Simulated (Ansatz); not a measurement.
`[CH3][GeH2][BH][AlH2]` + `C[NH][GeH3]` → `CN[BH][AlH2]` + `[CH3][GeH2][GeH3]`  (redistribution)

Calculated with Ansatz (gas phase, PBE0-D4/def2-TZVP geometries, no zero-point term in ΔE). CCSD(T)/CBS is the MP2 limit (def2-TZVPP, def2-QZVPP) plus CCSD(T) − MP2 in def2-TZVPP, frozen cores. DFT in def2-TZVPP. For Ge outer-core shells are correlated without core-valence functions, which leaves a few kJ/mol of doubt a bond. Scalar relativity is left out up to krypton. One conformer a species, not always the lowest.

`[CH3][GeH2][BH][AlH2]`:

Cartesian coordinates in Å:
```
C 0.936 0.509 -2.103
Ge -0.329 0.576 -0.606
B 0.357 -0.249 1.157
Al -0.909 -1.176 2.558
H 1.881 0.969 -1.812
H 0.533 1.042 -2.965
H 1.127 -0.526 -2.391
H -1.684 -0.008 -1.068
H -0.607 2.060 -0.250
H 1.539 -0.119 1.331
H -1.171 -2.746 2.479
H -1.675 -0.333 3.671
```

`C[NH][GeH3]`:

Cartesian coordinates in Å:
```
C -0.113 -0.452 -1.323
N -0.326 -0.680 0.093
Ge 0.085 0.680 1.259
H -0.541 -1.272 -1.907
H 0.942 -0.343 -1.619
H -0.633 0.461 -1.629
H 0.048 -1.572 0.387
H -0.168 0.153 2.679
H -0.846 1.857 0.921
H 1.551 1.168 1.140
```

`CN[BH][AlH2]`:

Z-matrix (Å, degrees):
```
C
N 1 1.447
H 1 1.094 2 111.3
H 1 1.089 2 108.9 3 -119.7
H 1 1.094 2 111.3 3 120.6
B 2 1.388 1 127.3 3 119.9
H 2 1.010 1 113.1 3 -60.1
Al 6 2.134 2 118.1 1 180.0
H 6 1.204 2 115.7 1 -0.1
H 8 1.604 6 118.6 2 -0.1
H 8 1.595 6 125.5 2 179.8
```

`[CH3][GeH2][GeH3]`:

```xyz
11

C     0.128   -0.854   -1.584
Ge    0.737   -0.462    0.235
Ge   -0.708    1.168    1.297
H     0.134    0.054   -2.188
H    -0.887   -1.253   -1.564
H     0.785   -1.589   -2.050
H     2.179    0.084    0.197
H     0.747   -1.756    1.073
H    -2.153    0.642    1.364
H    -0.719    2.481    0.493
H    -0.243    1.484    2.728
```

Q: Is it downhill or uphill in electronic energy at CCSD(T)/CBS, and by how much? (An estimate is asked.)

A: Computed: Downhill: ΔE = -185.1 kJ/mol.

Q: What do these levels give: r2SCAN-D4, PBE0-D4, ωB97X-V, B2PLYP, r2SCAN, PBE0, HF/def2-TZVPP, MP2/def2-TZVPP, SCS-MP2/def2-TZVPP, HF/def2-QZVPP, MP2/CBS(def2), CCSD/CBS(def2)? (Estimate.)

A: Computed: r2SCAN-D4 -192.1, PBE0-D4 -194.6, ωB97X-V -186.0, B2PLYP -192.6, r2SCAN -192.2, PBE0 -195.1, HF/def2-TZVPP -172.8, MP2/def2-TZVPP -189.8, SCS-MP2/def2-TZVPP -184.9, HF/def2-QZVPP -172.9, MP2/CBS(def2) -188.6, CCSD/CBS(def2) -182.4 kJ/mol.

Largest T1 diagnostic among the species: 0.014.

In def2-TZVPP, CCSD(T) changes the Hartree–Fock value by −13.5 kJ/mol (the triples alone add −2.7 kJ/mol) and MP2 by −17.0 kJ/mol.
